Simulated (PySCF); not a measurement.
# Electron correlation in Au⁶⁴⁺ (gold, charge +64)

[Ne] 3s2 3p3, high-spin 4S determinant. Computed with PySCF 2.14 in an uncontracted even-tempered set (17 s from 19 bohr⁻², ratio 2.5; 12 p from 25 bohr⁻², ratio 2.5; 4 d from 95 bohr⁻², ratio 2.7; 4 f from 140 bohr⁻², ratio 2.7), with scalar relativity by spin-free X2C-1e. Frozen: 1s2; 13 electrons correlated; the 20 highest virtual orbitals of each spin left out.

| level | correlation energy (mhartree) |
| --- | --- |
| CCSD | -572.19 |
| (T) | -0.39 |
| CCSD(T) | -572.58 |

Diagnostics: T1 = 0.00011, D1 = 0.0003, largest double amplitude 0.014.

Spin-orbit coupling is strong in this species (close to jj coupling), so the high-spin LS determinant is a model state, not a physical level.

Cost of the coupled-cluster step: about 40 core-seconds, for 13 correlated electrons.

Iterations:

```
CC2 = 0
CCSD nocc = (np.int64(8), np.int64(5)), nmo = (80, 80)
frozen orbitals [[0, 81, 82, 83, 84, 85, 86, 87, 88, 89, 90, 91, 92, 93, 94, 95, 96, 97, 98, 99, 100], [0, 81, 82, 83, 84, 85, 86, 87, 88, 89, 90, 91, 92, 93, 94, 95, 96, 97, 98, 99, 100]]
max_cycle = 100
direct = 0
conv_tol = 1e-08
conv_tol_normt = 1e-06
diis_space = 8
diis_start_cycle = 0
Init t2, MP2 energy = -0.562878220478072
Init E_corr(UCCSD) = -0.562878220478072
cycle = 1  E_corr(UCCSD) = -0.571008654621933  dE = -0.00813043414  norm(t1,t2) = 0.00378291
cycle = 2  E_corr(UCCSD) = -0.572043017882021  dE = -0.00103436326  norm(t1,t2) = 0.000502308
cycle = 3  E_corr(UCCSD) = -0.572190601030521  dE = -0.000147583148  norm(t1,t2) = 6.98657e-05
cycle = 4  E_corr(UCCSD) = -0.572189932224267  dE = 6.68806253e-07  norm(t1,t2) = 1.53195e-06
cycle = 5  E_corr(UCCSD) = -0.572189931123025  dE = 1.10124221e-09  norm(t1,t2) = 8.76874e-09
UCCSD converged
E(UCCSD) = -14223.52459055206  E_corr = -0.5721899311230252
UCCSD(T) correction = -0.00038886592228287
```

At this charge the one-electron X2C treatment keeps the bare 1/r₁₂, with no two-electron picture change or Breit term. The effect here is smaller than on the frozen 1s shell; and a scalar Hamiltonian misses the large spin-orbit splitting of the p shells, which matters for ns² → np² pairs.

Spin-orbit coupling is strong in this species, so the high-spin LS determinant is a model state.
